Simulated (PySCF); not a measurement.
# How methods differ on the excitation energy of Sn

Sn [Kr] 4d10 5s2 5p2 (3P) → Sn [Kr] 4d10 5s1 5p2 6s1 (5P), as a difference of total energies. All numbers are calculated (PySCF 2.14, the spin-free X2C one-electron Hamiltonian (Gaussian nucleus), in aug-cc-pVQZ-DK3). Correlated levels: valence: [Kr] 4d10 frozen. The calculations carry no spin-orbit coupling.

```json
{"method": "UHF", "excitation energy (eV)": "8.180"}
{"method": "LDA", "excitation energy (eV)": "10.424"}
{"method": "PBE", "excitation energy (eV)": "10.105"}
{"method": "PBE0", "excitation energy (eV)": "9.852"}
{"method": "r2SCAN", "excitation energy (eV)": "9.845"}
{"method": "B3LYP", "excitation energy (eV)": "10.278"}
{"method": "BHandHLYP", "excitation energy (eV)": "10.001"}
{"method": "B2PLYP", "excitation energy (eV)": "9.905"}
{"method": "MP2 (valence)", "excitation energy (eV)": "9.085"}
{"method": "SCS-MP2 (valence)", "excitation energy (eV)": "9.390"}
```

How much does correlation contribute at MP2 (valence)?

9.085 − (8.180) = 0.905 eV, measured against UHF.

The upper state lies above the first ionisation limit, but in LS coupling its spin forbids autoionisation to the ground ion; at this Z spin-orbit coupling breaks that rule. A Rydberg-like electron needs more diffuse functions than a valence basis has.

The promoted electron is Rydberg-like, and one or two diffuse shells describe it only roughly, which tends to raise the upper state.
